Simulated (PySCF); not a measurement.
Te: electron affinity

Te⁻ [Kr] 4d10 5s2 5p5 (2P) → Te [Kr] 4d10 5s2 5p4 (3P), as a difference of total energies. All numbers are calculated (PySCF 2.14, scalar relativity through the core potential, in aug-cc-pVDZ-PP with ECP28MDF (5s4p3d, 32 functions)). Correlated levels: valence: 4s2 4p6 4d10 frozen. The calculations carry no spin-orbit coupling.

```
           method  electron affinity (eV)  difference from reference (eV)
              UHF                   1.083                          -0.888
              LDA                   2.317                          +0.346
              PBE                   2.073                          +0.102
             PBE0                   2.035                          +0.064
           r2SCAN                   2.042                          +0.071
             TPSS                   2.061                          +0.090
              M06                   2.012                          +0.041
          r2SCANh                   2.036                          +0.065
          r2SCAN0                   2.027                          +0.056
    MP2 (valence)                   1.720                          -0.251
SCS-MP2 (valence)                   1.703                          -0.268
```

Reference: 1.971 eV (measured; photodetachment measurements, as compiled on the Wikipedia data page of electron affinities).

The reference lies between the lowest fine-structure levels, while these numbers refer to the centres of the terms.

Errors of the correlated levels include the incompleteness of this basis and the frozen core.

In the anion the highest occupied orbital energy is positive at LDA, PBE, r2SCAN, TPSS, M06, r2SCANh, a self-interaction effect; the basis confines that electron, and the energy difference can still be sensible.
